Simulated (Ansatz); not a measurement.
Job for Ansatz (a quantum-chemistry and plane-wave program): U-r2SCAN/cc-pVTZ on GaH3 (SMILES [GaH3]), a point of a bond scan (R = 4.239 Å).

Ansatz 0.2 input:
```yaml
crystal:
  periodic: [false, false, false]
  atoms:
    - {symbol: Ga, position_ang: [-0.00000000, 0.00000000, -0.00000000]}
    - {symbol: H, position_ang: [4.22800293, -0.29430373, -0.05536212]}
    - {symbol: H, position_ang: [-0.87742328, -1.30173746, 0.00609279]}
    - {symbol: H, position_ang: [-0.68850373, 1.41073884, 0.01441170]}
basis:
  gaussian:
    orbitals: cc-pVTZ
hamiltonian:
  xc: {name: r2SCAN}
magnetization: {spin_polarized: true, initial_magnetization: 0}
```

The log:

```
WARN ansatz: RAYON_NUM_THREADS=2 ignored (pool sized by the plan → 2); use --threads N
Functional definition: r2SCAN
integrals: 0.02 GiB planned
543 factors; their error is unknown
mean field: 0.24 GiB planned
mean field evaluation 1: about -52416.3299 eV, gradient 2.2e1 eV
mean field evaluation 2: about -52407.5713 eV, gradient 3.3e1 eV
mean field evaluation 4: about -52416.6407 eV, gradient 1.4e1 eV
mean field evaluation 8: about -52418.1664 eV, gradient 1.0e1 eV
mean field evaluation 16: about -52421.9281 eV, gradient 5.4e-5 eV
mean field evaluation 32: about -52422.2587 eV, gradient 1.6e1 eV
mean field -52423.04718105 eV, -1926.5114502860 hartree, gradient 5.2e-6 eV, S^2 0.960100; 3 other end points of the search recorded, 0 dependent functions left out
reference -52423.04719974 eV, -1926.5114509728 hartree; 17, 17 occupied and 68, 68 virtual orbitals, 543 factors
Total energy: -52423.04719974 eV, -1926.5114509728 hartree
```

The run converged. Its determinant has ⟨S²⟩ = 0.96, a mixture of spin states.

Cost: very roughly 7 core-seconds.
